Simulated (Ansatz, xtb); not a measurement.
Relative energy of two isomers of C5H4FNO

Structure X: `O=Cc1[nH]ccc1F`, a singlet. Structure Y: `O=Cc1ccc(F)[nH]1`, a singlet. Both are isolated molecules in the gas phase, relaxed with r2SCAN-D4/def2-SVP, each in the lowest conformer that the search found.

X (Å):

```yaml
atoms:
  - { symbol: C, position_ang: [-0.8019, 0.2725, -1.0104] }
  - { symbol: C, position_ang: [-0.2398, 0.1563, 0.3140] }
  - { symbol: C, position_ang: [-0.2808, -0.2695, 2.5196] }
  - { symbol: C, position_ang: [1.0319, 0.0997, 2.2186] }
  - { symbol: C, position_ang: [1.0423, 0.3627, 0.8372] }
  - { symbol: F, position_ang: [2.0915, 0.7474, 0.1222] }
  - { symbol: N, position_ang: [-1.0187, -0.2310, 1.3846] }
  - { symbol: O, position_ang: [-1.9769, 0.0381, -1.2512] }
  - { symbol: H, position_ang: [-0.0834, 0.5937, -1.8053] }
  - { symbol: H, position_ang: [-2.0050, -0.4439, 1.2682] }
  - { symbol: H, position_ang: [-0.7205, -0.5540, 3.4743] }
  - { symbol: H, position_ang: [1.8695, 0.1686, 2.9093] }
```

Y (Å):

```json
{"atom": "C", "x (Å)": "-1.4962", "y (Å)": "0.7410", "z (Å)": "-1.8451"}
{"atom": "C", "x (Å)": "-0.4274", "y (Å)": "0.7603", "z (Å)": "-0.8751"}
{"atom": "C", "x (Å)": "0.7690", "y (Å)": "0.0483", "z (Å)": "-0.7582"}
{"atom": "C", "x (Å)": "1.4324", "y (Å)": "0.4935", "z (Å)": "0.4091"}
{"atom": "C", "x (Å)": "0.6048", "y (Å)": "1.4651", "z (Å)": "0.9578"}
{"atom": "F", "x (Å)": "0.7678", "y (Å)": "2.1858", "z (Å)": "2.0498"}
{"atom": "N", "x (Å)": "-0.4996", "y (Å)": "1.6284", "z (Å)": "0.2016"}
{"atom": "O", "x (Å)": "-2.4799", "y (Å)": "1.4616", "z (Å)": "-1.7670"}
{"atom": "H", "x (Å)": "-1.3569", "y (Å)": "0.0107", "z (Å)": "-2.6833"}
{"atom": "H", "x (Å)": "1.1155", "y (Å)": "-0.7153", "z (Å)": "-1.4541"}
{"atom": "H", "x (Å)": "2.3864", "y (Å)": "0.1663", "z (Å)": "0.8166"}
{"atom": "H", "x (Å)": "-1.2785", "y (Å)": "2.2641", "z (Å)": "0.3506"}
```

Task: Estimate E(Y) − E(X) at the level CCSD(T)/def2-SVP + ΔMP2/def2-TZVPP.

Result: Calculated at CCSD(T)/def2-SVP + ΔMP2/def2-TZVPP: E(Y) − E(X) = −5.10 kJ/mol, so structure Y lies lower.

Level by level:

```json
{"level": "GFN2-xTB", "geometry": "GFN2-xTB", "E(Y) − E(X) (kJ/mol)": "−3.12", "departure from the last row (kJ/mol)": "+1.98", "job, with rough time for the two": "optimisation, 0.15 s"}
{"level": "HF/STO-3G", "geometry": "GFN2-xTB", "E(Y) − E(X) (kJ/mol)": "−4.94", "departure from the last row (kJ/mol)": "+0.17", "job, with rough time for the two": "single point, 0.84 s"}
{"level": "r2SCAN-D4/def2-SVP//GFN2-xTB", "geometry": "GFN2-xTB", "E(Y) − E(X) (kJ/mol)": "−6.33", "departure from the last row (kJ/mol)": "−1.22", "job, with rough time for the two": "single point, 8.4 s"}
{"level": "r2SCAN-D4/def2-SVP", "geometry": "r2SCAN-D4/def2-SVP", "E(Y) − E(X) (kJ/mol)": "−6.49", "departure from the last row (kJ/mol)": "−1.38", "job, with rough time for the two": "optimisation, 62 s"}
{"level": "HF/def2-SVP", "geometry": "r2SCAN-D4/def2-SVP", "E(Y) − E(X) (kJ/mol)": "−7.14", "departure from the last row (kJ/mol)": "−2.04", "job, with rough time for the two": "part of the CCSD(T) run"}
{"level": "MP2/def2-SVP", "geometry": "r2SCAN-D4/def2-SVP", "E(Y) − E(X) (kJ/mol)": "−5.49", "departure from the last row (kJ/mol)": "−0.39", "job, with rough time for the two": "part of the CCSD(T) run"}
{"level": "CCSD(T)/def2-SVP", "geometry": "r2SCAN-D4/def2-SVP", "E(Y) − E(X) (kJ/mol)": "−4.64", "departure from the last row (kJ/mol)": "+0.46", "job, with rough time for the two": "single point"}
{"level": "CCSD(T)/def2-SVP + ΔMP2/def2-TZVPP", "geometry": "r2SCAN-D4/def2-SVP", "E(Y) − E(X) (kJ/mol)": "−5.10", "departure from the last row (kJ/mol)": "", "job, with rough time for the two": "single point, 2.7 min"}
```

As drawn, both hold the same kinds of bond in the same numbers.

The levels shown agree on the order. The largest departure from CCSD(T)/def2-SVP + ΔMP2/def2-TZVPP is that of HF/def2-SVP, 2.04 kJ/mol. The last row adds to CCSD(T) the change of the MP2 difference between the two basis sets, here −0.46 kJ/mol.

With thermal terms from frequencies at re-optimised GFN2-xTB minima (ideal gas, soft modes damped towards free rotors, one conformer each, 298.15 K, 1 atm): on the last row, ΔE + ΔZPE = −5.49, ΔH = −5.52, ΔG = −5.45 kJ/mol.

The correlated steps freeze 8 core orbitals. Programs: Ansatz 0.2.0, xtb 6.7.1; the last row on 2 threads of Arm Neoverse V1 on a shared host.
